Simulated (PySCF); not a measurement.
PtO2: fields on a plane

These are results of PySCF, wB97X, basis Pt def2-TZVP with ECP60, O def2-TZVP (scalar-relativistic core potentials, no spin–orbit coupling, density fitting), not measurements.

The singlet minimum has Pt–O 1.679 Å (×2); O–Pt–O 180.0°.

The plane holds Pt1 at (0.00, 0.00), O2 at (1.68, 0.00), O3 at (-1.68, 0.00) Å. Columns run from x = -3.75 to 4.05 Å, rows from y = 2.25 (top) to -1.95 Å, in steps of 0.3 Å. Other isomers or separated fragments may lie lower. Core electrons replaced by a potential are absent, the electrostatic potential uses the reduced nuclear charge, and values within about 0.7 Å of such atoms have no physical meaning.

Question: Give the electron density (e/Å³) (cut at 5 e/Å³). Every second row and column.

Answer: 
```
0.00 0.00 0.00 0.00 0.00 0.00 0.01 0.01 0.00 0.00 0.00 0.00 0.00 0.00
0.00 0.00 0.00 0.01 0.02 0.04 0.06 0.05 0.02 0.01 0.01 0.00 0.00 0.00
0.00 0.01 0.04 0.15 0.19 0.24 0.66 0.41 0.19 0.19 0.09 0.02 0.00 0.00
0.00 0.02 0.26 2.51 2.43 1.32 5.00 4.49 1.28 3.38 0.95 0.07 0.00 0.00
0.00 0.02 0.44 5.00 5.00 2.50 0.65 5.00 2.26 5.00 2.06 0.10 0.01 0.00
0.00 0.01 0.11 0.60 0.69 0.57 2.74 1.30 0.52 0.80 0.29 0.04 0.00 0.00
0.00 0.00 0.01 0.04 0.06 0.09 0.19 0.14 0.07 0.05 0.02 0.01 0.00 0.00
0.00 0.00 0.00 0.00 0.01 0.01 0.02 0.02 0.01 0.00 0.00 0.00 0.00 0.00
```

Question: Give the electrostatic potential (V) (cut at 20 V). Every second row and column.

Answer: 
```
-0.1 -0.1 -0.1  0.0  0.3  0.5  0.6  0.5  0.4  0.1  0.0 -0.1 -0.1 -0.1
-0.2 -0.3 -0.2  0.1  0.6  1.4  1.9  1.7  1.0  0.3 -0.1 -0.3 -0.2 -0.2
-0.3 -0.5 -0.3  1.2  2.5  6.7 12.6 10.2  3.8  2.0  0.3 -0.5 -0.4 -0.3
-0.5 -0.7  0.8 20.0 20.0 20.0 20.0 20.0 16.2 20.0  7.6 -0.6 -0.6 -0.3
-0.5 -0.8  1.9 20.0 20.0 20.0 20.0 20.0 20.0 20.0 17.1 -0.6 -0.6 -0.4
-0.4 -0.6  0.0  6.0  7.4 15.2 20.0 20.0  8.1  8.7  2.1 -0.6 -0.5 -0.3
-0.3 -0.4 -0.3  0.2  1.1  2.9  4.6  4.0  1.9  0.6 -0.1 -0.4 -0.3 -0.2
-0.2 -0.2 -0.1  0.0  0.4  0.8  1.0  0.9  0.6  0.2 -0.1 -0.2 -0.2 -0.1
```

Spin–orbit coupling, left out here, can matter for elements this heavy.
